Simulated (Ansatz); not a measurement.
Program: Ansatz. Geometries: PBE0-D4/def2-TZVP. ΔE: electronic, gas phase. CBS: MP2 limit from def2 TZ/QZ plus the TZ coupled-cluster correction, frozen cores. DFT in def2-TZVPP. B3LYP here is the variant with VWN-RPA as its local correlation; programs differ in this. For As outer-core shells are correlated without core-valence functions, which leaves a few kJ/mol of doubt a bond. Scalar relativity is left out up to krypton. Each species was taken in one conformer, which may not be the lowest.

Consider the ligand exchange at a B–O bond: `BOCCC` + `OC[AsH2]` → `B[AsH]CO` + `CCCO`.

`BOCCC`:

Cartesian coordinates in Å:
```
B -1.814 -0.519 1.860
O -0.898 -1.040 1.034
C -0.511 -0.397 -0.171
C 0.928 0.059 -0.093
C 1.393 0.680 -1.399
H -2.057 -1.131 2.859
H -2.355 0.520 1.585
H -1.177 0.450 -0.369
H -0.634 -1.125 -0.979
H 1.554 -0.800 0.167
H 1.026 0.779 0.726
H 0.788 1.551 -1.664
H 2.432 1.008 -1.331
H 1.325 -0.034 -2.225
```

`OC[AsH2]`:

Z-matrix (Å, degrees):
```
C
As 1 2.000
O 1 1.404 2 111.5
H 1 1.091 2 107.0 3 -116.6
H 1 1.094 2 110.4 3 125.7
H 2 1.528 1 93.9 3 -74.3
H 2 1.526 1 94.7 3 -166.1
H 3 0.961 1 108.7 2 70.1
```

`B[AsH]CO`:

Cartesian coordinates in Å:
```
B -1.638 0.332 0.915
As -0.801 0.614 -0.851
C 1.080 0.188 -0.476
O 1.194 -1.082 0.122
H -1.071 0.725 1.890
H -2.759 -0.071 0.990
H -1.201 -0.654 -1.573
H 1.438 0.991 0.180
H 1.627 0.246 -1.424
H 2.129 -1.287 0.227
```

`CCCO`:

Cartesian coordinates in Å:
```
C 1.512 0.126 0.153
C 0.065 0.559 -0.008
C -0.897 -0.610 0.061
O -2.252 -0.225 -0.031
H 1.803 -0.585 -0.626
H 2.192 0.978 0.094
H 1.672 -0.360 1.119
H -0.064 1.071 -0.970
H -0.208 1.281 0.768
H -0.644 -1.347 -0.717
H -0.799 -1.118 1.025
H -2.379 0.230 -0.867
```

Problem. Is it downhill or uphill in electronic energy at CCSD(T)/CBS, and by how much? (Best estimate.)

Solution. Ansatz gave: Uphill: ΔE = +124.1 kJ/mol.

Problem. What do these levels give: PBE0-D4, ωB97M-V, PBE, B3LYP, SCS-MP2/def2-TZVPP, HF/def2-QZVPP? (An estimate is asked.)

Solution. The calculation gave: PBE0-D4 122.7, ωB97M-V 131.0, PBE 125.5, B3LYP 136.0, SCS-MP2/def2-TZVPP 128.5, HF/def2-QZVPP 135.5 kJ/mol.

Largest T1 diagnostic among the species: 0.013.

In def2-TZVPP, CCSD(T) changes the Hartree–Fock value by −7.9 kJ/mol (the triples alone add −0.1 kJ/mol) and MP2 by −10.2 kJ/mol.
